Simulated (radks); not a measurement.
Values are calculated unless marked as measured or tabulated.
Effect of the nuclear size on neutral manganese, [Ar] 3d5 4s2. Level of theory: Dirac Kohn-Sham, BLYP, spin-unpolarised, spherical densities, finite nucleus; open shells fill j = l - 1/2 first; Fermi nuclear charge, rms radius 3.7057 fm (a radial shooting solver on a logarithmic mesh with Libxc functionals). The rms radius is varied about that value; shifts are against it.

rms radius (fm),total energy shift (eV),density at nucleus (e/bohr^3),1s1/2 shift (meV),2s1/2 shift (meV),2p1/2 shift (meV),3s1/2 shift (meV)
3.1869,-0.0238,1.326e+04,-10.1,-0.893,0.101,-0.123
3.5093,-0.00943,1.321e+04,-4.00,-0.353,0.040,-0.049
3.7057,0,1.318e+04,0.000,0.000,0.000,0.000
4.0429,0.0173,1.313e+04,7.35,0.650,-0.073,0.090
4.5432,0.0457,1.307e+04,19.4,1.71,-0.193,0.237

Slopes of the eigenvalues against <r^2> in GHz/fm^2, as finite differences over the two radii next to the reference (eigenvalue slopes, not the field-shift constants of lines): 1s1/2 681, 2s1/2 60.2, 2p1/2 -6.79, 3s1/2 8.32.
